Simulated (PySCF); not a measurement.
MoOF3, SMILES [F][Mo](=[O])([F])[F] (connectivity only; charge and spin as stated), neutral, multiplicity 2. Atoms are numbered in the order given.

```xyz
5

Mo     0.0986    -0.0604     0.0000
O      1.6985     0.3939     0.0000
F     -0.7691     0.8836     1.3418
F     -0.7691     0.8836    -1.3418
F     -0.4317    -1.8356     0.0000
```
Charge 0, spin multiplicity 2.

Geometry: r2SCAN-D4/def2-SVP. The multiplicity is an assumed one; other spin states were not compared. The isomer is the one that the SMILES or the coordinates give; other isomers of the formula were not compared. The def2 effective core potentials stand for the cores of Mo; spin–orbit coupling is left out.

Method: PBE/def2-TZVPD (PySCF).

Mulliken values depend strongly on the basis, most of all with diffuse functions as here. ESP charges are fitted to the potential on shells at 1.4 to 2.0 van der Waals radii. Atomic charges (e):

```
atom  Mulliken  ESP fit  Mulliken spin
----  --------  -------  -------------
Mo1       2.34      ___           0.93
O2       -0.66      ___          -0.04
F3       -0.55      ___           0.04
F4       -0.55      ___           0.04
F5       -0.59      ___           0.02
```

### Question
Complete the blanks. (Estimate from the structure and the level; the computed values follow.)

### Answer

- Mo1, ESP fit: 1.23
- O2, ESP fit: -0.36
- F3, ESP fit: -0.30
- F4, ESP fit: -0.30
- F5, ESP fit: -0.27
